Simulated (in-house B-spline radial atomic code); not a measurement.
Inner levels of chlorine as electrons are removed. A shift is the extra binding of the orbital against the neutral atom ([Ne] 3s2 3p1/2(2) 3p3/2(3)). The density at the nucleus is averaged over the nuclear charge. Computed with an all-electron radial atomic-structure program (B-spline basis): Dirac-Hartree-Fock, jj configuration that fills j = l - 1/2 first, finite nuclei.

A number in brackets counts the electrons of a j subshell.

```json
{"ion": "Cl", "configuration": "[Ne] 3s2 3p1/2(2) 3p3/2(3)", "shift of 1s1/2 (eV)": "0", "shift of 2p1/2 (eV)": "0", "shift of 2p3/2 (eV)": "0", "radius of 1s1/2 (bohr)": "0.090843", "radius of 2p1/2 (bohr)": "0.40299", "radius of 2p3/2 (bohr)": "0.40585", "Σ<r²> (bohr²)": "27.569", "change of density at nucleus (bohr⁻³)": "-"}
{"ion": "Cl+", "configuration": "[Ne] 3s2 3p1/2(2) 3p3/2(2)", "shift of 1s1/2 (eV)": "13.103", "shift of 2p1/2 (eV)": "13.025", "shift of 2p3/2 (eV)": "12.731", "radius of 1s1/2 (bohr)": "0.090841", "radius of 2p1/2 (bohr)": "0.40257", "radius of 2p3/2 (bohr)": "0.40585", "Σ<r²> (bohr²)": "20.672", "change of density at nucleus (bohr⁻³)": "1.9887"}
{"ion": "Cl2+", "configuration": "[Ne] 3s2 3p1/2(2) 3p3/2(1)", "shift of 1s1/2 (eV)": "28.641", "shift of 2p1/2 (eV)": "28.272", "shift of 2p3/2 (eV)": "27.613", "radius of 1s1/2 (bohr)": "0.090836", "radius of 2p1/2 (bohr)": "0.40194", "radius of 2p3/2 (bohr)": "0.40569", "Σ<r²> (bohr²)": "15.591", "change of density at nucleus (bohr⁻³)": "4.5155"}
{"ion": "Cl3+", "configuration": "[Ne] 3s2 3p1/2(2)", "shift of 1s1/2 (eV)": "46.432", "shift of 2p1/2 (eV)": "45.526", "shift of 2p3/2 (eV)": "44.431", "radius of 1s1/2 (bohr)": "0.09083", "radius of 2p1/2 (bohr)": "0.40108", "radius of 2p3/2 (bohr)": "0.40532", "Σ<r²> (bohr²)": "11.607", "change of density at nucleus (bohr⁻³)": "7.5418"}
{"ion": "Cl4+", "configuration": "[Ne] 3s2 3p1/2(1)", "shift of 1s1/2 (eV)": "66.297", "shift of 2p1/2 (eV)": "63.857", "shift of 2p3/2 (eV)": "63.343", "radius of 1s1/2 (bohr)": "0.090821", "radius of 2p1/2 (bohr)": "0.40145", "radius of 2p3/2 (bohr)": "0.40438", "Σ<r²> (bohr²)": "8.3421", "change of density at nucleus (bohr⁻³)": "11.005"}
{"ion": "Cl5+", "configuration": "[Ne] 3s2", "shift of 1s1/2 (eV)": "?", "shift of 2p1/2 (eV)": "?", "shift of 2p3/2 (eV)": "?", "radius of 1s1/2 (bohr)": "?", "radius of 2p1/2 (bohr)": "?", "radius of 2p3/2 (bohr)": "?", "Σ<r²> (bohr²)": "?", "change of density at nucleus (bohr⁻³)": "?"}
{"ion": "Cl6+", "configuration": "[Ne] 3s1", "shift of 1s1/2 (eV)": "112.43", "shift of 2p1/2 (eV)": "106.61", "shift of 2p3/2 (eV)": "106.81", "radius of 1s1/2 (bohr)": "0.090808", "radius of 2p1/2 (bohr)": "0.39966", "radius of 2p3/2 (bohr)": "0.4018", "Σ<r²> (bohr²)": "3.5214", "change of density at nucleus (bohr⁻³)": "-0.42859"}
{"ion": "Cl7+", "configuration": "[He] 2s2 2p6", "shift of 1s1/2 (eV)": "?", "shift of 2p1/2 (eV)": "?", "shift of 2p3/2 (eV)": "?", "radius of 1s1/2 (bohr)": "?", "radius of 2p1/2 (bohr)": "?", "radius of 2p3/2 (bohr)": "?", "Σ<r²> (bohr²)": "?", "change of density at nucleus (bohr⁻³)": "?"}
{"ion": "Cl8+", "configuration": "[He] 2s2 2p1/2(2) 2p3/2(3)", "shift of 1s1/2 (eV)": "?", "shift of 2p1/2 (eV)": "?", "shift of 2p3/2 (eV)": "?", "radius of 1s1/2 (bohr)": "?", "radius of 2p1/2 (bohr)": "?", "radius of 2p3/2 (bohr)": "?", "Σ<r²> (bohr²)": "?", "change of density at nucleus (bohr⁻³)": "?"}
{"ion": "Cl9+", "configuration": "[He] 2s2 2p1/2(2) 2p3/2(2)", "shift of 1s1/2 (eV)": "283.13", "shift of 2p1/2 (eV)": "243.09", "shift of 2p3/2 (eV)": "245.16", "radius of 1s1/2 (bohr)": "0.090579", "radius of 2p1/2 (bohr)": "0.37276", "radius of 2p3/2 (bohr)": "0.37407", "Σ<r²> (bohr²)": "1.1166", "change of density at nucleus (bohr⁻³)": "14.054"}
{"ion": "Cl10+", "configuration": "[He] 2s2 2p1/2(2) 2p3/2(1)", "shift of 1s1/2 (eV)": "362.35", "shift of 2p1/2 (eV)": "303.67", "shift of 2p3/2 (eV)": "306.76", "radius of 1s1/2 (bohr)": "0.090439", "radius of 2p1/2 (bohr)": "0.36138", "radius of 2p3/2 (bohr)": "0.3624", "Σ<r²> (bohr²)": "0.89509", "change of density at nucleus (bohr⁻³)": "32.458"}
```

(1) Fill in the row of Cl5+.

(2) Fill in the row of Cl7+.

(3) Fill in the row of Cl8+.

## Answers

(1) shift of 1s1/2 (eV): 88.325; shift of 2p1/2 (eV): 83.894; shift of 2p3/2 (eV): 84.103; radius of 1s1/2 (bohr): 0.09081; radius of 2p1/2 (bohr): 0.40099; radius of 2p3/2 (bohr): 0.40316; Σ<r²> (bohr²): 5.6512; change of density at nucleus (bohr⁻³): 14.966.

(2) shift of 1s1/2 (eV): 138.17; shift of 2p1/2 (eV): 130.69; shift of 2p3/2 (eV): 130.88; radius of 1s1/2 (bohr): 0.090806; radius of 2p1/2 (bohr): 0.39814; radius of 2p3/2 (bohr): 0.40025; Σ<r²> (bohr²): 1.6561; change of density at nucleus (bohr⁻³): -18.825.

(3) shift of 1s1/2 (eV): 208.38; shift of 2p1/2 (eV): 185.43; shift of 2p3/2 (eV): 186.52; radius of 1s1/2 (bohr): 0.090701; radius of 2p1/2 (bohr): 0.38498; radius of 2p3/2 (bohr): 0.38664; Σ<r²> (bohr²): 1.3683; change of density at nucleus (bohr⁻³): -3.0351.
